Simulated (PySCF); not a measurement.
The dipole of `C#Cc1ncc(C=C)nn1` from its density and from atomic charges.

Coordinates (GFN2-xTB, Å) and charges (e) from the PBE0/pcSseg-1 density (PySCF):

| atom | x | y | z | Mulliken | IAO | Hirshfeld | ESP-fitted |
| --- | --- | --- | --- | --- | --- | --- | --- |
| C1 | 4.198 | 1.116 | 0.136 | -0.2703 | -0.1786 | -0.0679 | -0.0426 |
| C2 | 3.050 | 0.765 | 0.131 | +0.5072 | -0.0197 | -0.0459 | -0.6382 |
| C3 | 1.696 | 0.350 | 0.125 | +0.0775 | +0.2053 | +0.1146 | +1.3170 |
| N4 | 1.442 | -0.962 | -0.005 | -0.3938 | -0.2505 | -0.1386 | -0.6380 |
| C5 | 0.175 | -1.298 | -0.006 | +0.2300 | -0.0039 | +0.0372 | +0.0357 |
| C6 | -0.837 | -0.327 | 0.125 | +0.0455 | +0.0851 | +0.0536 | +0.4435 |
| C7 | -2.247 | -0.674 | 0.127 | -0.2292 | -0.1644 | -0.0544 | -0.5213 |
| C8 | -3.214 | 0.228 | 0.248 | -0.0510 | -0.2615 | -0.0653 | -0.0665 |
| N9 | -0.484 | 0.955 | 0.250 | -0.2317 | -0.1312 | -0.0675 | -0.1277 |
| N10 | 0.762 | 1.292 | 0.251 | -0.2235 | -0.1489 | -0.0961 | -0.5609 |
| H11 | 5.201 | 1.425 | 0.141 | +0.0600 | +0.2114 | +0.1038 | +0.2358 |
| H12 | -0.051 | -2.353 | -0.109 | +0.1080 | +0.1665 | +0.0649 | +0.1470 |
| H13 | -2.465 | -1.729 | 0.024 | +0.0996 | +0.1518 | +0.0522 | +0.2027 |
| H14 | -2.975 | 1.272 | 0.348 | +0.1440 | +0.1757 | +0.0507 | +0.0749 |
| H15 | -4.254 | -0.051 | 0.249 | +0.1277 | +0.1629 | +0.0587 | +0.1386 |

Problem. What dipole does each set of charges give (1 e·Å = 4.803 D), and what does the density give?

Solution. The full density gives (-1.21, -2.10, -0.19) D, 2.43 D in size; dipole vectors point from the negative to the positive end.

| scheme | μx | μy | μz | size (D) | share of the full size (%) | angle to the full dipole (°) |
| --- | --- | --- | --- | --- | --- | --- |
| Mulliken | -1.50 | -1.69 | -0.14 | 2.26 | 93 | 12 |
| IAO | -1.12 | -1.58 | -0.13 | 1.94 | 80 | 6 |
| Hirshfeld | -0.82 | -0.98 | -0.08 | 1.28 | 53 | 10 |
| ESP-fitted | -1.20 | -2.09 | -0.18 | 2.41 | 100 | 0 |

Problem. Which set comes closest?

Solution. Length of the difference vector: ESP-fitted 0.01 D, Mulliken 0.50 D, IAO 0.53 D, Hirshfeld 1.19 D. Closest: ESP-fitted. The schemes that divide the density aren't constrained to reproduce the dipole.

Problem. What is left for the Hirshfeld atoms' own dipoles?

Solution. The Hirshfeld atoms' densities add up to the full density, so μ = Σ q r + Σ (atomic dipoles). The atomic dipoles sum to (-1.21, -2.10, -0.19) − (-0.82, -0.98, -0.08) = (-0.39, -1.12, -0.11) D, 1.19 D in size.

Problem. With the origin at the mean of the coordinates, (0.000, 0.001, 0.136) Å, which are the largest single terms, by size, of the Hirshfeld dipole along the direction of the full one?

Solution. H11 -1.90, C1 +0.99, N10 +0.69, H13 +0.68, H12 +0.65 D; all 15 atoms together +1.26 D. The single terms depend on the origin, their sum doesn't.

Problem. Give the size of the full dipole in other units.

Solution. 2.43 D = 0.954 au = 0.505 e·Å = 8.09 × 10⁻³⁰ C·m.

Geometry: GFN2-xTB, one conformer, isolated molecule.

Shape of the structure used: `[CH:1]#[C:2][c:3]1[n:4][cH:5][c:6]([CH:7]=[CH2:8])[n:9][n:10]1`: C5–C6–C7–C8 180°.
